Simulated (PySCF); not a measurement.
Species: C4H10O3Si.
Bonds: C1–O2, O2–Si3, Si3–O4, O4–C5, Si3–C6, C6–C7, C6–O8 (double). Hydrogens: H9, H10, H11 on C1; H12 on Si3; H13, H14, H15 on C5; H16, H17, H18 on C7.

Torsions of this conformer, `[CH3:1][O:2][SiH:3]([O:4][CH3:5])[C:6]([CH3:7])=[O:8]`: C1–O2–Si3–O4 174°, O2–Si3–O4–C5 -58°, O2–Si3–C6–C7 -121°.

The closed-shell ground state was solved at several levels (PySCF, density fitting, gas phase, non-relativistic). One conformer (not necessarily the lowest) at the PBE0-D3(BJ)/def2-SVP geometry, without solvent, vibrations or thermal averaging.

| level | basis functions | total energy (Eh) | HOMO (eV) | LUMO (eV) | gap (eV) | dipole (D) |
| --- | --- | --- | --- | --- | --- | --- |
| PBE0/pcSseg-1 | 193 | -673.0553 | -6.75 | -1.11 | 5.64 | 2.06 |
| wB97X-D/def2-SVPD | 253 | -673.1804 | -8.73 | 0.57 | 9.30 | 2.13 |

Question: What might CAM-B3LYP/pcSseg-1 (193 basis functions) give for the same quantities?

Answer: Total energy -673.4651 Eh, HOMO -8.14 eV, LUMO 0.17 eV, gap 8.31 eV, dipole 2.14 D.

Question: Over all these levels, which gives the widest orbital gap and which the narrowest?

Answer: wB97X-D/def2-SVPD (range-separated hybrid) has the widest, 9.30 eV, and PBE0/pcSseg-1 (global hybrid, 25 % exact exchange) the narrowest, 5.64 eV. Functional and basis both differ between the two, so the spread mixes both effects.

Question: How far do the dipole and the HOMO energy spread over the levels?

Answer: The dipole runs from 2.06 to 2.14 D (mean 2.11 D) and the HOMO from -8.73 to -6.75 eV.

The pairwise dispersion term of wB97X-D wasn't added to the energies; at a given geometry it leaves orbitals and properties as they are.
